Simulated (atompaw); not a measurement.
**Before and after: PAW (atompaw) potential for Pb**

```json
{
  "Element": "Pb",
  "Generator": "atompaw 4.2.0.5",
  "Type": "PAW",
  "Functional": "LDA (PW92)",
  "Relativity": "scalar-relativistic",
  "Frozen core": "[Xe] 4f14 5d10",
  "Valence charge": "4",
  "Reference configuration": "6s2 6p0.5 (charge +1.5)",
  "Partial waves": "6s (bound): rc 2.00 bohr; 6s channel at -0.85 Ry: rc 2.00 bohr; 6p (bound): rc 2.00 bohr; 6p channel at 0.2 Ry: rc 2.00 bohr",
  "Local potential": "bessel scheme, radius 1.95 bohr",
  "Core correction": "smooth core density matched at 1.70 bohr",
  "Augmentation charge": "sinc compensation charge, radius 1.75 bohr; PAW radius 2.00 bohr; waves and projectors: custom rrkj gramschmidtortho"
}
```

All-electron outer shells of the reference configuration (LDA (PW92), scalar-relativistic, ld1.x):

| shell | level (eV) | outermost node (bohr) | outermost maximum (bohr) |
| --- | --- | --- | --- |
| 6s | -23.63 | 1.01 | 1.93 |
| 6p | -13.73 | 1.18 | 2.44 |

Change: wave 6p channel at 0.2 Ry: rc 2.00 bohr becomes 6p channel at -0.61 Ry: rc 2.00 bohr.

Cutoffs: the cutoffs (Ry, on a coarse ladder) from which the occupation-weighted sum of valence levels, in a spherical-Bessel basis at the reference potential, stays within 10 and 1 mRy of its value at 400 Ry; they do not see the model core or the augmentation charge, which bear on the density cutoff.

Task: What does the change do?

Result: The potential gets softer (10 Ry and 18 Ry → 8 Ry and 18 Ry); the bound ghosts move from d to d, p.

```tsv
quantity	base	changed
cutoff, loose	10 Ry	8 Ry
cutoff, tight	18 Ry	18 Ry
loose cutoff by channel (10 mRy a level)	s 8 Ry, p 8 Ry	s 8 Ry, p 6 Ry
bound ghosts	d	p, d
s: phases at 2.01 bohr within 0.05 rad from the reference energy up to (Ry; the scan ends near 5)	4.5	4.5
p: phases at 2.01 bohr within 0.05 rad from the reference energy up to (Ry; the scan ends near 5)	to the end of the scan	to the end of the scan
lowest overlap eigenvalue by channel	s 0.42, p 0.62	s 0.42, p 0.64
```

 A true bound ghost makes a file unfit for plane-wave use even where its test errors are small: the radial tests pick states by their node count and pass the ghost by. The cutoffs see the waves, projectors and local potential, not the compensation charge or the core.
